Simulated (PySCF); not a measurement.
Record of a relaxation.

Compound: Al₂Cl₃H₃.
Atom-mapped SMILES: `[Cl:1][AlH-:2]1[Cl+:3][AlH2-:4][Cl+:5]1` (hydrogens: H6 on Al2; H7, H8 on Al4)

Method: PBE0-D3(BJ)/def2-SVP geometry optimisation, gas phase in PySCF; density fitting, grid level 1; the optimiser is geomeTRIC in internal coordinates, started from a GFN2-xTB structure. The frame can shift and turn from step to step; on so coarse a grid that alone can change the energy by a few meV, and forces under 0.02 eV/Å are noise.

Step 0: E = -50782.2735 eV, largest atomic force 1.886 eV/Å
```
atom  x, y, z in Å  |  force x, y, z in eV/Å
Cl1    -3.035    0.973    0.337   -1.077   1.038   0.408
Al2    -1.507   -0.261   -0.131    0.433  -0.989  -0.372
Cl3     0.027   -0.507    1.460   -0.484  -0.456   1.723
Al4     1.579    0.223    0.109    1.399   0.191   0.111
Cl5     0.069    0.643   -1.411   -0.467   0.846  -1.620
H6     -1.674   -1.668   -0.692   -0.332  -0.664  -0.271
H7      2.099    1.566    0.657    0.213   0.504   0.204
H8      2.450   -0.960   -0.353    0.315  -0.471  -0.183
```

Step 1: E = -50782.6617 eV, largest atomic force 0.226 eV/Å
```
atom  x, y, z in Å  |  force x, y, z in eV/Å
Cl1    -3.057    1.002    0.363    0.056   0.011   0.033
Al2    -1.542   -0.348   -0.160    0.209  -0.083  -0.028
Cl3     0.002   -0.515    1.553   -0.076   0.062  -0.097
Al4     1.651    0.267    0.120    0.148   0.047   0.017
Cl5     0.034    0.691   -1.495   -0.093  -0.022   0.088
H6     -1.793   -1.783   -0.731   -0.085  -0.004   0.001
H7      2.175    1.645    0.677   -0.059   0.001  -0.007
H8      2.541   -0.949   -0.353   -0.100  -0.014  -0.008
```

Step 2: E = -50782.6685 eV, largest atomic force 0.178 eV/Å
```
atom  x, y, z in Å  |  force x, y, z in eV/Å
Cl1    -3.028    1.008    0.388    0.024   0.017   0.031
Al2    -1.535   -0.358   -0.156    0.158  -0.079  -0.024
Cl3     0.012   -0.514    1.546   -0.057   0.030  -0.045
Al4     1.655    0.273    0.111    0.090   0.050   0.021
Cl5     0.026    0.685   -1.494   -0.070  -0.012   0.033
H6     -1.815   -1.790   -0.726   -0.060   0.012   0.007
H7      2.167    1.655    0.667   -0.034   0.007  -0.007
H8      2.530   -0.949   -0.362   -0.051  -0.026  -0.017
```

Step 3: E = -50782.6723 eV, largest atomic force 0.062 eV/Å
```
atom  x, y, z in Å  |  force x, y, z in eV/Å
Cl1    -2.951    1.020    0.464   -0.044   0.013   0.010
Al2    -1.519   -0.385   -0.138    0.020  -0.017   0.004
Cl3     0.043   -0.518    1.532    0.004  -0.027   0.050
Al4     1.661    0.291    0.083   -0.003   0.018   0.011
Cl5    -0.001    0.664   -1.499   -0.010   0.001  -0.061
H6     -1.875   -1.805   -0.697   -0.003   0.007   0.011
H7      2.145    1.686    0.630    0.014   0.005  -0.010
H8      2.508   -0.945   -0.400    0.022   0.000  -0.015
```

Step 4: E = -50782.6732 eV, largest atomic force 0.037 eV/Å
```
atom  x, y, z in Å  |  force x, y, z in eV/Å
Cl1    -2.954    1.014    0.472   -0.023   0.004   0.008
Al2    -1.518   -0.388   -0.131    0.008  -0.002   0.007
Cl3     0.051   -0.519    1.534    0.002  -0.013   0.024
Al4     1.661    0.296    0.078    0.000   0.009   0.003
Cl5    -0.008    0.660   -1.502   -0.009  -0.007  -0.035
H6     -1.876   -1.808   -0.687    0.000  -0.001   0.010
H7      2.143    1.692    0.619    0.008   0.004  -0.009
H8      2.512   -0.937   -0.409    0.014   0.005  -0.008
```

Step 5: E = -50782.6747 eV, largest atomic force 0.094 eV/Å
```
atom  x, y, z in Å  |  force x, y, z in eV/Å
Cl1    -2.950    0.981    0.544    0.054  -0.029  -0.012
Al2    -1.510   -0.415   -0.081   -0.070   0.059   0.021
Cl3     0.106   -0.518    1.542   -0.002   0.032  -0.063
Al4     1.659    0.327    0.030   -0.013  -0.025  -0.027
Cl5    -0.057    0.619   -1.525    0.022  -0.036   0.063
H6     -1.891   -1.839   -0.607    0.023  -0.028   0.008
H7      2.122    1.741    0.544   -0.009   0.005  -0.005
H8      2.532   -0.885   -0.473   -0.004   0.022   0.014
```

Step 6: E = -50782.6757 eV, largest atomic force 0.094 eV/Å
```
atom  x, y, z in Å  |  force x, y, z in eV/Å
Cl1    -2.946    0.970    0.569    0.057  -0.029  -0.017
Al2    -1.509   -0.427   -0.063   -0.074   0.054   0.020
Cl3     0.126   -0.514    1.541   -0.002   0.033  -0.063
Al4     1.657    0.340    0.012   -0.020  -0.022  -0.027
Cl5    -0.075    0.596   -1.533    0.032  -0.036   0.068
H6     -1.893   -1.856   -0.572    0.023  -0.023   0.008
H7      2.107    1.762    0.513   -0.013   0.006  -0.005
H8      2.544   -0.862   -0.493   -0.004   0.017   0.017
```

Step 7: E = -50782.6786 eV, largest atomic force 0.048 eV/Å
```
atom  x, y, z in Å  |  force x, y, z in eV/Å
Cl1    -2.918    0.939    0.649    0.017  -0.005  -0.026
Al2    -1.508   -0.476    0.008   -0.029  -0.012  -0.004
Cl3     0.196   -0.489    1.533    0.023  -0.001   0.013
Al4     1.646    0.392   -0.061   -0.038   0.011  -0.009
Cl5    -0.136    0.476   -1.563    0.046   0.010   0.011
H6     -1.891   -1.934   -0.417    0.000   0.006   0.002
H7      2.019    1.856    0.384   -0.021   0.008  -0.009
H8      2.603   -0.755   -0.557    0.002  -0.016   0.022
```

Step 8: E = -50782.6793 eV, largest atomic force 0.033 eV/Å
```
atom  x, y, z in Å  |  force x, y, z in eV/Å
Cl1    -2.923    0.947    0.618    0.000   0.004  -0.015
Al2    -1.510   -0.470   -0.012   -0.002  -0.020  -0.006
Cl3     0.177   -0.492    1.534    0.008   0.001   0.011
Al4     1.647    0.385   -0.041   -0.024   0.016  -0.003
Cl5    -0.116    0.490   -1.560    0.032  -0.006   0.000
H6     -1.887   -1.926   -0.449   -0.004   0.008   0.003
H7      2.022    1.846    0.410   -0.014   0.009  -0.006
H8      2.602   -0.770   -0.526    0.003  -0.012   0.017
```

Step 9: E = -50782.6800 eV, largest atomic force 0.103 eV/Å
```
atom  x, y, z in Å  |  force x, y, z in eV/Å
Cl1    -2.920    0.958    0.536   -0.060   0.038   0.013
Al2    -1.512   -0.476   -0.049    0.090  -0.049  -0.014
Cl3     0.142   -0.493    1.536   -0.020  -0.010   0.027
Al4     1.642    0.388   -0.002    0.025   0.036   0.020
Cl5    -0.068    0.465   -1.566   -0.020  -0.027  -0.051
H6     -1.876   -1.935   -0.485   -0.024   0.011   0.000
H7      1.974    1.863    0.437    0.006   0.006  -0.001
H8      2.628   -0.760   -0.434    0.005  -0.005   0.005
```

Step 10: E = -50782.6803 eV, largest atomic force 0.123 eV/Å
```
atom  x, y, z in Å  |  force x, y, z in eV/Å
Cl1    -2.910    0.954    0.493   -0.073   0.045   0.018
Al2    -1.506   -0.497   -0.058    0.114  -0.045  -0.014
Cl3     0.137   -0.490    1.539   -0.035  -0.021   0.025
Al4     1.634    0.409    0.011    0.051   0.036   0.027
Cl5    -0.045    0.410   -1.581   -0.050  -0.022  -0.058
H6     -1.873   -1.961   -0.475   -0.026   0.004  -0.002
H7      1.911    1.903    0.423    0.013   0.002   0.003
H8      2.663   -0.718   -0.378    0.005   0.001   0.000
```

Step 11: E = -50782.6812 eV, largest atomic force 0.061 eV/Å
```
atom  x, y, z in Å  |  force x, y, z in eV/Å
Cl1    -2.908    0.947    0.480   -0.031   0.017   0.009
Al2    -1.500   -0.510   -0.059    0.060  -0.007  -0.006
Cl3     0.139   -0.492    1.542   -0.032  -0.015   0.000
Al4     1.631    0.423    0.015    0.044   0.016   0.017
Cl5    -0.038    0.383   -1.591   -0.041  -0.013  -0.022
H6     -1.877   -1.973   -0.468   -0.010  -0.004   0.000
H7      1.885    1.925    0.414    0.008  -0.002   0.003
H8      2.678   -0.694   -0.358    0.002   0.008   0.000
```

Step 12: E = -50782.6815 eV, largest atomic force 0.021 eV/Å
```
atom  x, y, z in Å  |  force x, y, z in eV/Å
Cl1    -2.910    0.940    0.479    0.004  -0.006  -0.001
Al2    -1.496   -0.515   -0.059    0.006   0.011  -0.001
Cl3     0.141   -0.495    1.542   -0.015  -0.005  -0.012
Al4     1.632    0.431    0.015    0.020   0.001   0.006
Cl5    -0.038    0.374   -1.595   -0.018  -0.004   0.006
H6     -1.881   -1.978   -0.465    0.002  -0.003   0.000
H7      1.878    1.934    0.413    0.000  -0.001   0.002
H8      2.685   -0.681   -0.355    0.001   0.006   0.000
```

Task: Summarise the path.

Result: The energy falls by 39.37 kJ/mol from step 0 to step 12; nine tenths of that is first reached at step 1. It falls at every step. The largest force goes from 1.886 to 0.021 eV/Å. Among the bonds Cl3–Al4 changes most, from 2.183 to 2.326 Å; the atoms move by 0.210 Å rms after alignment.

Task: Follow the three bonds and two angles with the largest change from start to end.

Result: 
```json
{"step": "0", "E above end (kJ/mol)": "39.37", "largest force (eV/Å)": "1.886", "Cl3–Al4 (Å)": "2.183", "Al4–Cl5 (Å)": "2.183", "Cl1–Al2 (Å)": "2.019", "Cl1–Al2–Cl3 (°)": "115.1", "Cl3–Al2–H6 (°)": "103.7"}
{"step": "1", "E above end (kJ/mol)": "1.91", "largest force (eV/Å)": "0.226", "Cl3–Al4 (Å)": "2.320", "Al4–Cl5 (Å)": "2.324", "Cl1–Al2 (Å)": "2.096", "Cl1–Al2–Cl3 (°)": "110.2", "Cl3–Al2–H6 (°)": "108.2"}
{"step": "2", "E above end (kJ/mol)": "1.26", "largest force (eV/Å)": "0.178", "Cl3–Al4 (Å)": "2.318", "Al4–Cl5 (Å)": "2.323", "Cl1–Al2 (Å)": "2.095", "Cl1–Al2–Cl3 (°)": "109.3", "Cl3–Al2–H6 (°)": "109.1"}
{"step": "3", "E above end (kJ/mol)": "0.89", "largest force (eV/Å)": "0.062", "Cl3–Al4 (Å)": "2.317", "Al4–Cl5 (Å)": "2.325", "Cl1–Al2 (Å)": "2.095", "Cl1–Al2–Cl3 (°)": "107.2", "Cl3–Al2–H6 (°)": "111.3"}
{"step": "4", "E above end (kJ/mol)": "0.81", "largest force (eV/Å)": "0.037", "Cl3–Al4 (Å)": "2.319", "Al4–Cl5 (Å)": "2.326", "Cl1–Al2 (Å)": "2.096", "Cl1–Al2–Cl3 (°)": "107.4", "Cl3–Al2–H6 (°)": "111.3"}
{"step": "5", "E above end (kJ/mol)": "0.65", "largest force (eV/Å)": "0.094", "Cl3–Al4 (Å)": "2.325", "Al4–Cl5 (Å)": "2.334", "Cl1–Al2 (Å)": "2.101", "Cl1–Al2–Cl3 (°)": "107.6", "Cl3–Al2–H6 (°)": "111.6"}
{"step": "6", "E above end (kJ/mol)": "0.56", "largest force (eV/Å)": "0.094", "Cl3–Al4 (Å)": "2.326", "Al4–Cl5 (Å)": "2.335", "Cl1–Al2 (Å)": "2.101", "Cl1–Al2–Cl3 (°)": "107.6", "Cl3–Al2–H6 (°)": "111.6"}
{"step": "7", "E above end (kJ/mol)": "0.28", "largest force (eV/Å)": "0.048", "Cl3–Al4 (Å)": "2.328", "Al4–Cl5 (Å)": "2.332", "Cl1–Al2 (Å)": "2.098", "Cl1–Al2–Cl3 (°)": "107.5", "Cl3–Al2–H6 (°)": "111.0"}
{"step": "8", "E above end (kJ/mol)": "0.21", "largest force (eV/Å)": "0.033", "Cl3–Al4 (Å)": "2.326", "Al4–Cl5 (Å)": "2.329", "Cl1–Al2 (Å)": "2.097", "Cl1–Al2–Cl3 (°)": "107.5", "Cl3–Al2–H6 (°)": "110.9"}
{"step": "9", "E above end (kJ/mol)": "0.14", "largest force (eV/Å)": "0.103", "Cl3–Al4 (Å)": "2.321", "Al4–Cl5 (Å)": "2.318", "Cl1–Al2 (Å)": "2.093", "Cl1–Al2–Cl3 (°)": "107.3", "Cl3–Al2–H6 (°)": "110.7"}
{"step": "10", "E above end (kJ/mol)": "0.12", "largest force (eV/Å)": "0.123", "Cl3–Al4 (Å)": "2.320", "Al4–Cl5 (Å)": "2.313", "Cl1–Al2 (Å)": "2.092", "Cl1–Al2–Cl3 (°)": "107.2", "Cl3–Al2–H6 (°)": "110.9"}
{"step": "11", "E above end (kJ/mol)": "0.03", "largest force (eV/Å)": "0.061", "Cl3–Al4 (Å)": "2.323", "Al4–Cl5 (Å)": "2.316", "Cl1–Al2 (Å)": "2.096", "Cl1–Al2–Cl3 (°)": "107.2", "Cl3–Al2–H6 (°)": "111.2"}
{"step": "12", "E above end (kJ/mol)": "0.00", "largest force (eV/Å)": "0.021", "Cl3–Al4 (Å)": "2.326", "Al4–Cl5 (Å)": "2.320", "Cl1–Al2 (Å)": "2.099", "Cl1–Al2–Cl3 (°)": "107.2", "Cl3–Al2–H6 (°)": "111.4"}
```

What follows is the cost of the whole optimisation. The run took 3.9 min wall, 2.3 min CPU on one thread of an AMD EPYC 7571, no GPU (shared host), and the process peaked at 0.45 GiB of memory.
